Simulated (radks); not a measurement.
Problem. Coherent X-ray form factor from a spherical all-electron density. All-electron calculation, scalar-relativistic Kohn-Sham, LDA (Slater exchange, Perdew-Wang correlation), spin-polarised, spherical densities, finite nucleus; Fermi nuclear charge, rms radius of each element as measured or else 0.836 A^(1/3) + 0.57 fm. Program: a radial shooting solver on a logarithmic mesh with Libxc functionals.

sin(theta)/lambda (1/angstrom),f0 (electrons)
0.05,46.491
0.1,45.055
0.15,42.921
0.2,40.367
0.25,37.648
0.3,34.950
0.4,30.047
0.5,26.086
0.6,23.068
0.8,19.060
1,16.355
1.25,13.471
1.5,10.906
2,7.357

The species is in the configuration that NIST lists as its ground one. Which atom or ion scatters so?

Solution. The tin ion Sn3+, [Kr] 4d10 5s1. Extrapolating in s^2 from the first two rows gives f0(0) = 47.0, near the electron count 47; among species with that count, the fall with angle is slower the higher Z, and the table is that of Z = 50; from so few rows the species is fixed only to a neighbour or two.
